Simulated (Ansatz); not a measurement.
Ansatz (a program for electronic structure) input:

Ansatz 0.2 input:
```yaml
crystal:
  periodic: [false, false, false]
  atoms:
    - {symbol: O, position_ang: [0.01352104, 1.16132196, -1.08062595]}
    - {symbol: Ge, position_ang: [0.03023676, -0.42745726, 0.34082540]}
    - {symbol: O, position_ang: [-1.17256279, 0.11324581, 1.36565274]}
    - {symbol: O, position_ang: [-0.35330511, -1.64773712, -0.72628900]}
    - {symbol: O, position_ang: [1.61567239, -0.22820747, 0.81669514]}
    - {symbol: H, position_ang: [0.50175966, 1.98537889, -0.94174778]}
    - {symbol: H, position_ang: [-0.97141662, 0.54873249, 2.19960779]}
    - {symbol: H, position_ang: [-1.23775264, -2.02343014, -0.77200423]}
    - {symbol: H, position_ang: [2.32575757, -0.73827570, 0.41445229]}
    - {symbol: H, position_ang: [-0.71050263, 1.30711547, -1.70562038]}
basis:
  gaussian:
    orbitals: def2-TZVP
hamiltonian:
  xc: b3lyp
  dispersion: d3bj
total_charge: 1
relax: {f_tol: 0.002, max_steps: 150}
```

Q: What final total energy does it print?

A: -2380.92953 Eh (B3LYP-D3(BJ)/def2-TZVP). The basis has 202 functions. The run takes very roughly 7 core-minutes.

It need not be the lowest isomer of its formula.
